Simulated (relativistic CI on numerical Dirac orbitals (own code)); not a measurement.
# Transition arrays of Se¹⁰⁺

These numbers are calculated, not measured: Dirac-Coulomb-Breit CI, separate exchange-only KLI orbitals for each configuration, QED by a radiative potential, valence Slater integrals scaled by 0.9, whole transition arrays (own radial code, finite nucleus).

CI space (outside the closed core [Ne] 3s2): 3p⁶3d⁶, 3p⁶3d⁵4f, 3p⁵3d⁷, 3p⁶3d⁵4p, 3p⁶3d⁵5f. Levels of other configurations are missing.

All E1 lines from the levels of 3p⁶3d⁶; mean and standard deviation are weighted by gf, and upper levels are sorted by their leading configuration.

| Upper configuration | Lines | Σgf | Mean (eV) | Mean (nm) | σ (eV) | Strongest line (nm) |
| --- | --- | --- | --- | --- | --- | --- |
| 3p⁶3d⁵4f | 5470 | 520.0 | 193.38 | 6.412 | 3.68 | 6.404 |
| 3p⁵3d⁷ | 1679 | 222.7 | 115.72 | 10.714 | 7.91 | 9.795 |
| 3p⁶3d⁵4p | 3284 | 71.6 | 130.13 | 9.528 | 5.26 | 10.075 |
| 3p⁶3d⁵5f | 5470 | 318.1 | 230.78 | 5.372 | 4.02 | 5.355 |

Σgf per state of the lower configuration in bins of 0.2 nm over the central range (centre: value): 5.3: 1.01, 5.5: 0.46, 5.7: 0.02, 6.1: 0.05, 6.3: 1.23, 6.5: 0.97, 6.7: 0.21, 6.9: 0.02, 9.1: 0.03, 9.3: 0.11, 9.5: 0.06, 9.7: 0.12, 9.9: 0.14, 10.1: 0.20, 10.3: 0.09, 10.5: 0.05, 10.7: 0.07, 10.9: 0.12, 11.1: 0.12, 11.3: 0.06, 11.5: 0.07.

Task: How do configuration mixing and the scaling of the Slater integrals move the arrays?

Result: Slater scale 0.9, no configuration mixing: 3p⁶3d⁵4f 193.4 ± 3.7 eV (Σgf 524.4), 3p⁵3d⁷ 116.8 ± 8.2 eV (Σgf 265.2), 3p⁶3d⁵4p 132.9 ± 3.5 eV (Σgf 74.4), 3p⁶3d⁵5f 230.7 ± 4.0 eV (Σgf 230.2); Slater scale 1: 3p⁶3d⁵4f 193.7 ± 4.1 eV (Σgf 525.1), 3p⁵3d⁷ 116.0 ± 8.5 eV (Σgf 210.4), 3p⁶3d⁵4p 129.8 ± 5.3 eV (Σgf 80.2), 3p⁶3d⁵5f 231.0 ± 4.5 eV (Σgf 323.0); Slater scale 0.8: 3p⁶3d⁵4f 193.0 ± 3.3 eV (Σgf 514.8), 3p⁵3d⁷ 115.1 ± 7.2 eV (Σgf 232.0), 3p⁶3d⁵4p 130.9 ± 4.8 eV (Σgf 65.6), 3p⁶3d⁵5f 230.6 ± 3.6 eV (Σgf 313.5). With mixing, levels are counted to their leading configuration, so an array can shrink or vanish into another, and the sums then hold other lines.
